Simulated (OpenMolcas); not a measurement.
## Si+: CASPT2 settings compared

- Program: OpenMolcas 26.06
- Basis: ANO-L-VDZP [4s3p1d]
- Scalar Hamiltonian: non-relativistic, point nucleus
- Active space: 3 electrons in 8 orbitals (3s 3p 4s 4p)
- State averaging: 2S+1 = 4 odd, 1 root; 2S+1 = 2 odd, 6 roots; 2S+1 = 4 even, 3 roots; 2S+1 = 2 even, 7 roots
- Spin-orbit coupling: state interaction with AMFI integrals over the reference wave functions, term energies averaged over their components

Methods on the same reference wave functions:
A. CASSCF
B. SS-CASPT2, IPEA 0.3 Eh, imaginary shift 0.15 Eh (closed shells correlated: 2s 2p)
C. SS-CASPT2, IPEA 0.35 Eh, imaginary shift 0.4 Eh (closed shells correlated: 2s 2p)
D. MS-CASPT2, IPEA 0.3 Eh, imaginary shift 0.15 Eh (closed shells correlated: 2s 2p)

Energies in cm⁻¹ above 3s² 3p ²P°_1/2, the measured ground level; measured values from NIST Handbook of Basic Atomic Spectroscopic Data.

```
         Level      A      B      C      D  Measured
3s² 3p ²P°_1/2    0.0    0.0    0.0    0.0       0.0
3s² 3p ²P°_3/2    238    238    238    242       287
 3s 3p² ⁴P_1/2  36957  38910  38870  38920     42824
 3s 3p² ⁴P_3/2  37047  39000  38960  39010     42933
 3s 3p² ⁴P_5/2  37195  39150  39110  39160     43108
 3s 3p² ²D_3/2  65489  58340  61690  58350     55309
 3s 3p² ²D_5/2  65515  58360  61720  58370     55325
```

Deviations, from unrounded energies. A percentage is the sum of absolute deviations over the sum of measured energies, with the sign that they share, or ± where signs differ.

```tsv
Against measurement	Levels	A	B	C	D
mean absolute deviation (cm-1)	6	6300	3000	4100	3000
fine structure of the ground term (%)	1	-17.0	-17.0	-17.0	-15.8
other configurations (%)	5	±15.9	±7.5	±10.3	±7.5
```

B, D lie about equally close to measurement and A furthest from it. The largest miss of D in the table is 3s 3p² ⁴P_5/2, by -4000 cm-1. The ranking rests on the paired levels alone, and a cruder setting can come out closer through cancelling errors.

Among B to D the level of the table that moves most is 3s 3p² ²D_3/2, by 3400 cm-1 (lowest in B, highest in C). Moves below CASPT2's spread within the term are not significant.

The two smallest mean deviations differ by little beside CASPT2's spread within terms, so their order carries little weight.

The lowest spin-free term lies below A's lowest term by 0.022 hartree in B, 0.022 hartree in C, 0.022 hartree in D.

Term energies are means over components that CASPT2 splits; among the terms shown or strongly mixed into the levels shown the widest spread is 110 cm-1 (3s 3p² ²D, D). Over all roots computed the reference weight is 0.92 to 1.00 in B, 0.92 to 1.00 in D; the roots of lowest weight are the least certain, and an intruder state may touch them. The run also gave levels led by 3s² 4p, 3s² 4s, which use shells meant for correlation; these and all levels above them are left out. Terms of s pⁿ other than that of highest spin mix with s² pⁿ⁻² d, which this space lacks; all of them can be thousands of cm-1 off, and some have no real level of that name. Without dynamic correlation excited terms often stand tens of per cent too high (terms of higher spin than the ground term too low), and those without a measured partner can miss by more than the paired ones (holds for A). Measured partners are found by configuration, term and J. A level has none where our copy of the source lacks it or the pairing is in doubt (some pairs that miss far off the trend of their configuration count as doubtful), and it then counts in no deviation. Levels of configurations outside the active space are missing. Levels that lie high or do not pair safely by name in every column are left out.

° marks odd parity.
